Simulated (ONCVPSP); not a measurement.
Configuration tests for iron (Fe) (ONCV)

ONCVPSP 4.0.1 input, shortened (lines: element, Z, core and valence counts, functional; n l f; lmax; l rc ep ncon nbas qcut; lloc lpopt rc5 dvloc0; l nproj debl; icmod fcfact rcfact), LDA (Perdew-Zunger), scalar-relativistic:

```
  Fe 26.00    3    4        3      upf
    1    0    2.00
    2    0    2.00
    2    1    6.00
    3    0    2.00
    3    1    6.00
    3    2    6.00
    4    0    2.00
    2
    0    1.40    0.00    4    8   10.20
    1    0.95    0.00    4    8    9.90
    2    1.30    0.00    4    9   11.80
    4    4    0.60    0.00
    0    2    3.80
    1    1    1.60
    2    2    3.80
    0    0.00    0.00
```

Energies are relative to the spin-unpolarised reference configuration 3s2 3p6 3d6 4s2; without spin polarisation the order of configurations can differ from experiment.

| valence configuration | charge | ΔE all-electron (eV) | error AE − PS (meV) |
| --- | --- | --- | --- |
| 3s2 3p6 3d6 4s1 | +1 | 8.981 | 0.0 |
| 3s2 3p6 3d5 4s0 | +3 | 60.002 | +4.6 |
| 3s2 3p6 3d7 4s0 | +1 | 6.859 | +17 |

Q: What are ΔE and the potential's error for 3s2 3p6 3d6 4s0?

A: ΔE = 25.473 eV all-electron; the error (AE − PS) is +2.1 meV.
